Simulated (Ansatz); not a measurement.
C2H8OSi, SMILES CO[SiH2]C.

The structure is a stationary point at PBE0-D3(BJ)/def2-SVP. One conformer was computed; it need not be the lowest.

Two levels are set side by side: PBE/def2-SVPD (Ansatz, a first-principles code) and PBE0/def2-SVPD (Ansatz). Energy differences of separate SCF runs at the same geometry; the states with an electron removed or added have multiplicity 2 and 2. Differences are taken from unrounded values.

| quantity | PBE0 |
|---|---|
| vertical ionisation energy (eV) | 10.10 |
| vertical singlet–triplet gap (eV) | 6.83 |

What does PBE give, and how far is it from PBE0? (The exact figures need the calculation; the answer reports its results.)


```
quantity                            PBE  PBE minus PBE0
---------------------------------  ----  --------------
vertical ionisation energy (eV)    9.74           -0.35
vertical singlet–triplet gap (eV)  6.32           -0.51
```
